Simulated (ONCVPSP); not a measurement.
# Configuration tests for nitrogen (N) (ONCV)

N (Z = 7), optimised norm-conserving Vanderbilt (ONCV), made with ONCVPSP 4.0.1 (PBE, scalar-relativistic). Core [He], reference 2s1 2p4. Waves: 2s: rc 0.85 bohr, ncon 3, nbas 6, qcut 9.9 1/bohr, 1 projector; 2p: rc 1.70 bohr, ncon 4, nbas 7, qcut 7.6 1/bohr, 2 projectors, debl 3.5 Ha. Local part: polynomial inside 0.80 bohr (lpopt 5, dvloc0 0 Ha). Core correction: Teter function, fcfact 5, rcfact 1.05.

Energies are relative to the spin-unpolarised reference configuration 2s1 2p4; without spin polarisation the order of configurations can differ from experiment.

| valence configuration | charge | ΔE all-electron (eV) | error AE − PS (meV) |
| --- | --- | --- | --- |
| 2s2 2p2 | +1 | 2.084 | +81 |
| 2s2 2p1 | +2 | 30.937 | +403 |

Task: What are ΔE and the potential's error for 2s2 2p3?

Result: ΔE = -11.507 eV all-electron; the error (AE − PS) is +2.0 meV.

Task: What are ΔE and the potential's error for 2s0 2p5?

Result: ΔE = 11.533 eV all-electron; the error (AE − PS) is +1.8 meV.

Levels in the configuration 2s2 2p1:

| level | all-electron (eV) | pseudo (eV) |
| --- | --- | --- |
| 2s | -49.160 | -48.880 |
| 2p | -37.512 | -36.968 |
